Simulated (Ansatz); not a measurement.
Frontier orbitals of Br₂H₄Si₂ (`[SiH3][SiH](Br)Br`).

Charge 0, multiplicity 1. Correlated methods include outer-core shells of Br, which these sets cover unevenly. Scalar relativity is left out up to krypton. All single points use the PBE0-D4/def2-TZVP geometry. Basis def2-TZVPP, Ansatz 0.2.0.

```csv
functional,HOMO (eV),LUMO (eV),gap (eV)
PBE,-6.88,-1.78,5.10
BLYP,-6.74,-1.63,5.11
r2SCAN,-7.18,-1.53,5.65
PBE0,-8.05,-0.93,7.12
r2SCANh,-7.60,-1.23,6.37
LC-ωPBE,-10.62,1.25,11.87
ωB97M-V,-10.10,0.91,11.01
```

Against PBE, PBE0 changes HOMO and LUMO by −1.17 and +0.85 eV, ωB97M-V by −3.21 and +2.70 eV. A gap of 5.10 eV thus becomes 11.01 eV for the same molecule, so an orbital gap means little without its functional. A positive LUMO is unbound and depends on the basis.

LC-ωPBE has ω = 0.4 bohr⁻¹.
